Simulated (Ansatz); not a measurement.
Cartesian coordinates in Å:
```
C -1.124 -0.168 -1.199
C -0.019 -0.153 -0.448
Al 1.400 1.083 -0.014
Si 0.343 -0.492 1.379
H -2.063 -0.609 -0.860
H -1.151 0.262 -2.200
H 2.250 2.291 -0.584
H 1.109 -1.764 1.527
H -0.747 -0.450 2.398
```

Charge 0, multiplicity 1.

(1) List the CAM-B3LYP/def2-TZVPP orbital energies in eV (the Gaussian-basis code of Ansatz). (Estimate.)

Results:

(1) Ansatz gave: Occupied: -1800.48, -1526.68, -279.19, -278.25, -145.07, -114.71, -100.39, -100.38, -100.38, -75.44, -75.26, -75.22, -22.63, -18.11, -15.25, -13.89, -13.14, -11.77, -11.17, -9.33, -8.07, -7.49. Lowest empty: -1.11, 0.34, 0.93, 1.21, 2.23, 2.65, 2.86, 3.21.
